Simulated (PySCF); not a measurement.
H4F2Ga2, singlet (B3LYP/def2-SVP optimised geometry):

```
8

Ga    -0.747    -0.097     0.000
Ga     1.591    -0.582    -1.856
F      1.209    -0.097     0.000
H     -1.208     1.391     0.000
H     -1.209    -1.391     0.733
F     -0.365    -0.585    -1.855
H      2.050     0.714    -2.586
H      2.056    -2.068    -1.858
```

Level of theory: PySCF with B3LYP/def2-TZVP.

What are the frontier orbital energies and the dipole moment?

HOMO-2 -10.17 eV, HOMO-1 -8.87 eV, HOMO -8.59 eV, LUMO -1.10 eV, LUMO+1 -0.01 eV; dipole moment 0.00 D.

On the same geometry PBE/def2-TZVP run with PySCF gives HOMO-2 -8.90 eV, HOMO-1 -7.76 eV, HOMO -7.42 eV, LUMO -1.64 eV, LUMO+1 -0.65 eV; dipole moment 0.00 D.

Meta-Löwdin charges at B3LYP/def2-TZVP: Ga1 0.61, Ga2 0.61, F3 -0.47, H4 -0.07, H5 -0.07, F6 -0.47, H7 -0.07, H8 -0.07.
